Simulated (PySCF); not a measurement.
C₂H₈Zr, multiplicity 1. Atoms are numbered in the order given.

```xyz
11

Zr     0.0000     0.0000     0.3632
C      1.8007     0.0000    -0.8972
H      2.4063     0.8959    -0.6531
H      1.6050     0.0000    -1.9846
H      2.4063    -0.8959    -0.6531
C     -1.8007     0.0000    -0.8972
H     -2.4063    -0.8959    -0.6531
H     -1.6050     0.0000    -1.9846
H     -2.4063     0.8959    -0.6531
H      0.0000    -1.5478     1.4093
H      0.0000     1.5478     1.4093
```

Coordinates come from a B3LYP-D3(BJ)/def2-SVP optimisation. The multiplicity is an assumed one; no other spin state was optimised. The structure was generated by enumeration; whether it is a known compound was not checked. The def2 effective core potentials stand for the cores of Zr; spin–orbit coupling is left out.

Level of theory: B3LYP-D3(BJ)/def2-SVP in PySCF.

Frequencies are harmonic and unscaled.

Computed harmonic wavenumbers and intensities:
```tsv
mode	ν (cm⁻¹)	IR (km/mol)	moving atoms (share of kinetic energy)
1	97	0.0	H 99 %
2	101	0.0	H 94 %
3	130	0.7	C 49 %, H 38 %, Zr 13 %
4	234	8.1	H 98 %
5	292	0.0	H 95 %
6	317	2.5	H 91 %, C 8 %
7	438	0.2	H 58 %, C 41 %
8	465	0.1	H 51 %, C 43 %
9	474	43.9	H 76 %, C 20 %
10	538	24.1	C 46 %, H 44 %, Zr 9 %
11	555	0.0	H 89 %, C 11 %
12	574	270.7	H 65 %, C 21 %, Zr 15 %
13	618	151.9	H 94 %
14	1144	21.5	H 76 %, C 24 %
15	1146	4.0	H 77 %, C 23 %
16	1387	1.7	H 94 %
17	1391	11.2	H 95 %
18	1391	0.0	H 94 %
19	1391	16.1	H 94 %
20	1639	557.7	H 98 %
21	1670	320.3	H 99 %
22	2971	0.0	H 97 %
23	2972	1.3	H 97 %
24	3057	0.0	H 91 %, C 9 %
25	3058	11.1	H 91 %, C 9 %
26	3086	1.8	H 91 %, C 9 %
27	3090	7.6	H 91 %, C 9 %
```
